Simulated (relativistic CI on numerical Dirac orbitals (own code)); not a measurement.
# Hyperfine structure of Pb54+, mass number 207

Method of calculation: Dirac-Coulomb-Breit CI, separate exchange-only KLI orbitals for each configuration, model QED (radiative potential, 1s self-energy scaled to tabulated hydrogen-like ionisation energies), unscaled Slater integrals (own radial code, finite nucleus).

Configuration list (outside the closed core [Ne]): 3s²3p⁶3d¹⁰, 3s²3p⁶3d⁹4s, 3s²3p⁶3d⁹4p, 3s²3p⁶3d⁹4d, 3s²3p⁵3d¹⁰4s, 3s²3p⁶3d⁹4f, 3s²3p⁵3d¹⁰4p, 3s²3p⁶3d⁸4s², 3s²3p⁵3d¹⁰4d, 3s²3p⁶3d⁸4s4p, 3s3p⁶3d¹⁰4s, 3s²3p⁶3d⁹5s, 3s²3p⁵3d¹⁰4f, 3s²3p⁶3d⁸4p², 3s²3p⁶3d⁸4s4d, 3s²3p⁶3d⁹5p. Levels of other configurations are missing.

Nuclear spin I = 1/2, μ = 0.5906 μN (tables of Stone and Pyykkö). The electronic factors are computed for point nuclear moments, without core polarisation or the Bohr-Weisskopf and QED corrections.

```tsv
Level	E (eV)	A (GHz)
3s²3p⁶3d⁹4s ³D3	2043.55	659.3
3s²3p⁶3d⁹4s ¹D2	2045.77	-528.9
3s²3p⁶3d⁹4s ³D1	2152.92	-699.5
3s²3p⁶3d⁹4s ³D2	2154.28	1033
3s²3p⁶3d⁹4p ³P°2	2160.26	-123.5
3s²3p⁶3d⁹4p ³F°2	2269.46	423.9
3s²3p⁶3d⁹4p ³F°4	2337.32	82.89
3s²3p⁶3d⁹4p ¹P°1	2340.88	25.77
```

Levels with J = 0, under 50 % of one LS term, or S terms without an open s electron are left out. Small factors come from cancelling terms and can be off by tens of per cent or more.

At this charge energies of transitions that change n are usually good to better than 1 %, and those within a shell (Δn = 0) to a few per cent.

**Question.** Give the hyperfine levels of 3s²3p⁶3d⁹4s ³D3 relative to its centre of gravity.

**Answer.** With K = F(F + 1) − I(I + 1) − J(J + 1), E = AK/2: F = 5/2: -1319, F = 7/2: 988.9 GHz.

LS names give the leading component of a level, which can be under half, so a name can repeat, a term be missing and a line seem to break the LS rules.
